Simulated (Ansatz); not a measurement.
Reaction (substitution at a C–Si bond): `O=CC(O)[SiH2]O` + CH₃OH → `COC(O)C=O` + `O[SiH3]`

Computed with Ansatz on PBE0-D4/def2-TZVP structures; ΔE is electronic, products minus reactants. CCSD(T)/CBS is the MP2 limit (def2-TZVPP, def2-QZVPP) plus CCSD(T) − MP2 in def2-TZVPP, frozen cores. This one scheme is used for every species. DFT in def2-TZVPP. One conformer a species, not always the lowest.

`O=CC(O)[SiH2]O`:

```xyz
12

O     0.069   -0.814    2.390
C     0.336    0.130    1.685
C     0.629   -0.038    0.247
O     0.706   -1.399   -0.110
Si   -0.754    0.666   -0.877
O    -0.414    0.174   -2.402
H     0.353    1.163    2.081
H     1.566    0.487    0.011
H     0.480   -1.885    0.701
H    -2.037    0.119   -0.364
H    -0.774    2.148   -0.886
H    -0.161   -0.750   -2.477
```

CH₃OH:

```xyz
6

C     0.325   -0.127    0.072
O    -1.050    0.107    0.274
H     0.676   -0.722    0.916
H     0.908    0.802    0.044
H     0.522   -0.692   -0.848
H    -1.380    0.632   -0.458
```

`COC(O)C=O`:

Cartesian coordinates in Å:
```
C -1.216 1.355 -0.186
O -0.277 0.434 -0.697
C 0.168 -0.484 0.254
O 0.900 0.071 1.282
C 1.012 -1.466 -0.546
O 2.170 -1.642 -0.295
H -1.515 1.997 -1.013
H -0.780 1.963 0.610
H -2.101 0.834 0.203
H -0.698 -1.006 0.697
H 1.834 -0.081 1.074
H 0.502 -1.974 -1.385
```

`O[SiH3]`:

Cartesian coordinates in Å:
```
O 1.275 -0.084 0.096
Si -0.357 0.143 0.092
H 1.637 -0.737 -0.504
H -0.847 0.588 -1.241
H -0.623 1.193 1.102
H -1.086 -1.103 0.455
```

```json
{"level": "PBE-D4", "ΔE (kcal/mol)": "11.9"}
{"level": "ωB97M-V", "ΔE (kcal/mol)": "9.3"}
{"level": "HF/def2-TZVPP", "ΔE (kcal/mol)": "4.1"}
{"level": "CCSD(T)/def2-TZVPP", "ΔE (kcal/mol)": "8.2"}
```

Q: What does CCSD(T)/CBS give? (An estimate is asked.)

A: Computed: +9.7 kcal/mol. The listed levels differ from it by 2.2, -0.4, -5.6, -1.5 kcal/mol.

Largest T1 diagnostic among the species: 0.014.

From PBE to PBE0 (25 % exact exchange), in def2-TZVPP and without D4, ΔE moves by −1.1 kcal/mol. The D4 term adds +1.0 kcal/mol with B3LYP and +0.5 kcal/mol with PBE0; it sums over pairs of atoms, weighted by their polarisabilities, and B3LYP, whose exchange is more repulsive, gets the larger term.

B3LYP here is the variant with VWN-RPA as its local correlation; programs differ in this.
